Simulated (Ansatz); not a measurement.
Basis sets compared for TiBrF₃. Total charge 0; singlet. Geometry PBE0-D4/def2-SVP. Ansatz on 4 threads of Intel Xeon 6975P-C on a shared host; times are rough, and most runs start from earlier orbitals.

```tsv
atom	x (Å)	y (Å)	z (Å)
Ti1	-0.0726	-0.0870	0.0149
Br2	1.4089	1.6876	-0.2891
F3	0.7769	-1.4692	0.5866
F4	-0.8358	-0.4762	-1.4768
F5	-1.2774	0.3448	1.1643
```

The 6-31G sets use Cartesian d functions. B3LYP takes the VWN-RPA correlation.

Binding counts from free atoms (Ti triplet, Br doublet, F doublet) in the same basis, without a counterpoise term.

```
              level  functions  energy (Eh)  HOMO (eV)  LUMO (eV)  binding per atom (eV)  wall time
    PBE-D4/def2-SVP        105   -3721.9211      -7.86      -3.97                   4.92      0.6 s
   PBE-D4/def2-TZVP        186   -3722.7180      -8.06      -4.13                      –        1 s
r2SCAN-D4/def2-TZVP        186   -3723.4343      -8.44      -4.14                      –      2.1 s
     B3LYP-D4/6-31G         85   -3723.0057      -9.13      -3.70                   4.30      1.1 s
 B3LYP-D4/def2-TZVP        186   -3723.6322      -9.14      -3.55                   4.43      1.9 s
   PBE0-D4/def2-SVP        105   -3721.9969      -9.31      -3.33                   4.45      1.1 s
  PBE0-D4/def2-TZVP        186   -3722.7954      -9.40      -3.27                   4.42      2.1 s
```

Task: Estimate the rows for PBE-D4/def2-TZVPD, r2SCAN-D4/def2-TZVPD, PBE0-D4/def2-TZVPD.

Result: 
| level | functions | energy (Eh) | HOMO (eV) | LUMO (eV) | binding per atom (eV) | wall time |
| --- | --- | --- | --- | --- | --- | --- |
| PBE-D4/def2-TZVPD | 225 | -3722.7216 | -8.07 | -4.13 | – | 1.4 s |
| r2SCAN-D4/def2-TZVPD | 225 | -3723.4380 | -8.42 | -4.12 | – | 2.6 s |
| PBE0-D4/def2-TZVPD | 225 | -3722.7992 | -9.40 | -3.26 | 4.42 | 2.8 s |
